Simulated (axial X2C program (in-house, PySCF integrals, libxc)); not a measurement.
Values are calculated unless marked as measured or tabulated.
**TaH: input and output**

Program: an in-house all-electron X2C program for linear molecules (integrals from PySCF).

Input file and command:
```json
{"zs": [73, 1], "q": 0, "bas": ["dyall-cv3z", "dyall-v3z"], "levels": ["PBE0", "HF", "BLYP"], "cc": true, "r0": 1.78, "thr": -2.0, "nmax": 110, "npts": 10, "nst": 2, "ntry": 8}
```
```bash
python so2c.py task.json out
```

Keys: zs atomic numbers; q charge; bas basis sets; levels methods; cc coupled cluster on or off; r0 starting distance in Å; thr threshold in hartree for freezing inner shells (an s shell follows its p shell); nmax most natural virtual spinors; npts points on the curve; nst determinants followed; ntry starts of the search. HF also brings MP2.

Output of the BLYP step, scalar-relativistic, at R = 1.773 Å for the state M_S = 2, Λ = 2. It starts from PBE0 orbitals of this distance.

```
spin-free X2C-1e  BLYP
basis functions 202  fitting functions 1000  grid points 5072
iter        total energy     max residual
   1     -15606.946769924     2.70e-01
   2     -15606.950728794     2.40e-02
   3     -15606.938558326     5.28e-02
   4     -15606.954735940     2.79e-03
   5     -15606.954790600     2.05e-03
   6     -15606.954843004     3.10e-04
   7     -15606.954843933     7.01e-05
   8     -15606.954844023     1.37e-05
   9     -15606.954844025     1.36e-05
  10     -15606.954844028     1.69e-06
  11     -15606.954844028     1.39e-07
converged
one-electron -21460.60624986  Coulomb 6153.98718390  exact exchange 0.00000000  xc functional -322.12367226  nuclear repulsion 21.78789419
```
Energies are in hartree; totals compare only within one Hamiltonian and basis.
